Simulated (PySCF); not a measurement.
Ga(NCO)(OH)2 (CH2GaNO3), SMILES O=C=[N][Ga]([OH])[OH].

Coordinates come from a r2SCAN-D4/def2-SVP optimisation. One conformer was computed; it need not be the lowest.

Two levels are set side by side: TDA-PBE/def2-SVPD (PySCF) and TDA-B3LYP/def2-SVPD (PySCF). Vertical, same geometry. The lowest singlet is HOMO→LUMO 98 % with PBE and HOMO→LUMO 97 % with the other functional; states are paired by order. Differences are taken from unrounded values.

| quantity | TDA-B3LYP | TDA-PBE | TDA-PBE minus TDA-B3LYP |
|---|---|---|---|
| lowest singlet excitation (eV) | 6.09 | 5.37 | -0.72 |
| lowest triplet excitation (TDA) (eV) | 5.79 | 5.13 | -0.66 |
| first bright state (f over 0.05) (eV) | 7.20 | 6.32 | -0.88 |
| its oscillator strength | 0.11 | 0.05 | -0.06 |

Functionals without exact exchange tend to place singlet excitations lower, as here. Differences between two approximate levels are no errors against the true value.

Rough cost on one machine, each run with all the roots and properties that it gave: TDA-B3LYP against TDA-PBE about 2 times.
